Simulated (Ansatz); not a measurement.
The first iterations of a band of ClFH2OSi + H2O (9 atoms, charge 0, multiplicity 1).

All numbers below come from RKS B3LYP-D4/def2-SVP (Ansatz 0.2.0).

- movable images: 9
- climbing image: yes
- spring: 5.0 eV/Å²
- optimiser: quadratic models (default)
- start path: through a guess of the saddle point
- force threshold: 0.03 eV/Å
- iteration limit: 60
- end points: relaxed

First end point:

```xyz
9
Properties=species:S:1:pos:R:3
Si -0.401 0.215 0.112
H -0.141 0.557 1.509
F 0.935 -0.256 -0.688
O -0.980 1.575 -0.610
H -1.272 1.528 -1.528
Cl -1.778 -1.319 -0.146
O 0.956 -2.016 1.459
H 1.558 -1.943 0.704
H 0.295 -2.655 1.156
```

Last end point:

```xyz
9
Properties=species:S:1:pos:R:3
Si -0.527 -0.453 -0.618
H 2.048 -0.594 2.998
F 0.891 -0.073 -1.291
O -1.388 0.909 -0.359
H -1.324 1.618 -1.010
Cl -1.441 -1.743 -1.938
O -0.327 -1.179 0.833
H -0.233 -2.139 0.850
H 1.473 -0.658 2.502
```

| iteration | highest image above the first end (eV) | largest band force component (eV/Å) |
| --- | --- | --- |
| 1 | 22.569 | 88.940 |
| 2 | 11.381 | 68.791 |
| 3 | 2.534 | 13.606 |
| 4 | 1.918 | 9.019 |
| 5 | 1.913 | 4.027 |
| 6 | 1.873 | 2.816 |
| 7 | 1.854 | 1.881 |
| 8 | 5.524 | 30.998 |
| 9 | 2.097 | 11.039 |
| 10 | 1.525 | 3.790 |
| 11 | 1.538 | 2.639 |
| 12 | 1.335 | 1.341 |
| 13 | 1.652 | 4.675 |
| 14 | 0.952 | 2.680 |
| 15 | 0.933 | 5.324 |

Q: Does the band converge within its limit, and where does its top end?

A: The forces met the threshold. It ended after 45 iterations with the highest image 1.542 eV above the first end. Neighbouring images differ by up to 1.9 eV, so the band resolves the path poorly. A vibrational analysis at the climbing image gives one clearly imaginary mode, 1346i cm⁻¹: a first-order saddle point. The orbitals stay closed-shell, which can raise the energy where a bond breaks towards radicals; this wasn't checked here.

Time of the run: 12 min on 2 threads of AMD EPYC 7R43 64-Core Processor (Zen 3), on a shared host, peak memory 0.24 GiB.
